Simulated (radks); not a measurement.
Valence configurations of Ho IV (all share [Xe]). Method: scalar-relativistic Kohn-Sham, r2SCAN, spin-unpolarised, spherical densities, finite nucleus; meta-GGA in the generalised Kohn-Sham scheme; Fermi nuclear charge, rms radius 5.2022 fm; computed with a radial shooting solver on a logarithmic mesh with Libxc functionals. Energies are relative to 4f10; eigenvalues in eV.

| valence | E (eV) | e(4f) | e(5d) | e(6p) | e(6s) |
|---|---|---|---|---|---|
| 4f10 | 0.000 | -34.871 | - | - | - |
| 4f9 6s1 | 16.430 | -45.793 | - | - | -25.484 |
| 4f9 6p1 | 22.407 | -47.014 | - | -20.022 | - |
| 4f9 5d1 | 13.229 | -42.347 | -26.430 | - | - |
| 4f8 5d1 6p1 | 42.829 | -55.262 | -31.771 | -20.567 | - |
| 4f9.5 5d0.5 | 5.948 | -38.525 | -25.382 | - | - |
| 4f9.5 6s0.5 | 7.277 | -40.213 | - | - | -23.936 |
| 4f8 6p2 | 54.661 | -60.049 | - | -22.431 | - |
| 4f8.5 5d0.5 6p1 | 31.850 | -51.067 | -30.725 | -20.305 | - |
| 4f8.5 5d0.5 6s1 | 25.712 | -49.849 | -29.823 | - | -25.930 |

NIST lists [Xe] 4f10 as the ground configuration; this level of theory agrees among the configurations tried. The energies are those of spherical spin-averaged densities, not of single terms.
